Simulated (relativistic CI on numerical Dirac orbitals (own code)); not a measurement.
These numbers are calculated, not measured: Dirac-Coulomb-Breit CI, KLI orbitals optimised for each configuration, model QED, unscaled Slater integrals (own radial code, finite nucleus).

The strongest absorption lines from the ground level of an ion, among the configurations computed and to levels below about 500 eV (vacuum wavelength in Å, gf): 25.116 (0.61), 25.204 (0.68), 25.309 (0.72), 25.334 (0.71), 25.890 (1), 45.679 (15), 45.859 (7.6), 45.976 (11).

**Question.** Which ion is it?
A. Os³³⁺
B. Pb³⁷⁺
C. Os³¹⁺
D. Au³⁴⁺

**Answer.** C. Os³¹⁺ has 45 electrons and the ground level 4s2 4p6 4d9 2D_5/2; the strongest line goes to 4s2 4p6 4d8 4f 2F°_7/2. The pattern of lines fixes the number of electrons, and along that sequence the line energies rise steadily with the charge (about as its square where n changes within one kind of shell, about linearly where n is kept but much faster in heavy ions where fine structure, which grows about as Z⁴, sets the gap, and irregularly where shells cross), which fixes Z. Configurations outside the model, such as inner-shell arrays, can give stronger lines. At this charge energies of transitions that change n are usually good to better than 1 %, and those within a shell (Δn = 0) to a few per cent.

LS names give the leading component of a level, which can be under half, so a name can repeat, a term be missing and a line seem to break the LS rules.
